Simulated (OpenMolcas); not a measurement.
**What dynamic correlation does to the levels of F2+**

```
Program             : OpenMolcas 26.06
Basis               : ANO-L-VTZP [4s3p2d1f]
Scalar Hamiltonian  : non-relativistic, point nucleus
Active space        : 3 electrons in 3 orbitals (2p)
State averaging     : 2S+1 = 4 odd, 1 root; 2S+1 = 2 odd, 8 roots
Spin-orbit coupling : state interaction with AMFI integrals over the reference wave functions, term energies averaged over their components
```

Methods on the same reference wave functions:
A. CASSCF
B. SS-CASPT2, IPEA 0.25 Eh, imaginary shift 0.1 Eh (closed shells correlated: 1s 2s)

Energies in cm⁻¹ above 2s² 2p³ ⁴S°_3/2.

| Level | A | B |
| --- | --- | --- |
| 2s² 2p³ ⁴S°_3/2 | 0.0 | 0.0 |
| 2s² 2p³ ²D°_3/2 | 37624 | 34950 |
| 2s² 2p³ ²D°_5/2 | 37631 | 34960 |
| 2s² 2p³ ²P°_1/2 | 62444 | 55120 |
| 2s² 2p³ ²P°_3/2 | 62453 | 55130 |

From A to B the spin-free energies of the other terms of 2s² 2p³ shown, above ⁴S°, scale by factors of 0.88 to 0.93.

The lowest spin-free term lies below A's lowest term by 0.110 hartree in B.

Term energies are means over components that CASPT2 splits; among the terms shown or strongly mixed into the levels shown the widest spread is 140 cm-1 (2s² 2p³ ²D°, B). With the s shell closed, the reference lacks s² → p² mixing. Only configurations of the active space appear.

° marks odd parity.
